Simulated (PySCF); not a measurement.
Electronic structure of Xe (xenon, neutral) at the UHF level

Configuration: [Kr] 4d10 5s1 5p6 6s1, high-spin 3S determinant (an excited configuration). Computed with PySCF 2.14 in aug-cc-pVQZ-PP with ECP28MDF (7s7p5d3f2g, 92 functions), with scalar relativity through the core potential.

- Total energy: -327.450858 hartree
- One-electron energy: -565.4948 hartree
- Hartree (Coulomb) energy: 260.3391 hartree
- Exchange energy: -22.2951 hartree
- ⟨S²⟩: 2.0090
- ⟨L²⟩: 0.000
- Sum of ⟨r⟩: 35.44 bohr
- Sum of ⟨r²⟩: 83.40 bohr²

```
shell  electrons  mean orbital energy (hartree)  rms radius, mean of both spins (bohr)
 4s α          1                       -8.64808                                  0.768
 4s β          1                       -8.61864                                  0.768
 4p α          3                       -6.37949                                  0.819
 4p β          3                       -6.36361                                  0.819
 4d α          5                       -2.90691                                  0.933
 4d β          5                       -2.89252                                  0.933
 5s α          1                       -1.24074                                   1.94
 5p α          3                       -0.64858                                   2.37
 5p β          3                       -0.53533                                   2.37
 6s α          1                       -0.12116                                   5.67
```

Energies and moments cover only the electrons outside the core potential. The outer electron is Rydberg-like, and this basis confines it to a smaller radius and binds it less than a complete one would.
